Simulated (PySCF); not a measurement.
**Magnetisability: ethylcyclopentane, C7H14**

Cartesian coordinates in Å; atom numbers follow the order of the lines, from 1:
```xyz
21

C     2.658   -0.465    0.206
C     1.566    0.552   -0.100
C     0.221    0.162    0.510
C    -0.836    1.265    0.370
C    -2.157    0.508    0.426
C    -1.879   -0.716   -0.444
C    -0.416   -1.081   -0.147
H     2.391   -1.445   -0.181
H     2.806   -0.553    1.280
H     3.601   -0.163   -0.245
H     1.863    1.527    0.295
H     1.454    0.655   -1.182
H     0.374   -0.035    1.576
H    -0.733    1.754   -0.601
H    -0.747    2.023    1.148
H    -3.000    1.096    0.063
H    -2.367    0.201    1.452
H    -1.992   -0.446   -1.495
H    -2.560   -1.539   -0.235
H     0.107   -1.346   -1.066
H    -0.361   -1.938    0.524
```

The calculation used GIAO CAM-B3LYP/pcSseg-1 magnetisability, rotational g tensor and spin-rotation constants, non-relativistic, gas phase in PySCF 2.14.0. Geometry: GFN2-xTB.

Problem. How diamagnetic is it, and how anisotropic?

Solution. Isotropic -1385 × 10⁻³⁰ J/T², or -83.4 × 10⁻⁶ cm³/mol; principal values -1431, -1363, -1360 × 10⁻³⁰ J/T², anisotropy 69 × 10⁻³⁰ J/T² (root of half the summed squared differences of the principal values). The susceptibility is in cgs units.

Problem. Split it along the inertial axes a, b, c into diamagnetic and paramagnetic parts about the centre of mass, with the quadrupole moment.

Solution. 
```tsv
axis	χ (10⁻⁶ cm³/mol)	diamagnetic (10⁻⁶ cm³/mol)	paramagnetic (10⁻⁶ cm³/mol)	summed x² of all electrons (Å²)	quadrupole Θ (D Å)
a	-85.5	-352.6	267.0	180.6	-1.18
b	-82.2	-871.2	788.9	58.4	-0.43
c	-82.4	-1013.8	931.4	24.7	+1.61
```
Anisotropies 2χaa − χbb − χcc = -6.4 and 2χbb − χaa − χcc = +3.5 × 10⁻⁶ cm³/mol. Θ is traceless in Buckingham's convention.

Problem. And the rotational g tensor?

Solution. 
```csv
axis,rotational constant (GHz),g,nuclear part,electronic part
a,5.4645,+0.0050,0.6906,-0.6856
b,1.6844,-0.0014,0.6229,-0.6243
c,1.4152,-0.0019,0.6174,-0.6192
```
Asymmetric top; isotopes 12C, 1H; no vibrational averaging.
